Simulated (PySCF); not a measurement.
C₃H₅, SMILES C=[C]C (connectivity only; charge and spin as stated), charge +1, multiplicity 1. The structure is a stationary point at TPSSh-D3(BJ)/def2-TZVP. The spin state was assumed, not searched. The isomer is the one that the SMILES or the coordinates give; other isomers of the formula were not compared.

PySCF 2.14.0 with TDA-CAM-B3LYP/def2-SVPD puts the lowest singlet excitations at 3.39, 7.61, 7.99, 8.50, 8.87, 9.38 eV.

What are the lowest excitation roots from ADC(2)/aug-cc-pVDZ run with PySCF? (An estimate is asked for; the answer gives what the named calculation found.)

3.62, 7.51, 8.48, 8.56, 8.73, 9.55 eV. S1 differs by 0.23 eV (second minus first; roots are paired by order, and the bases may differ).
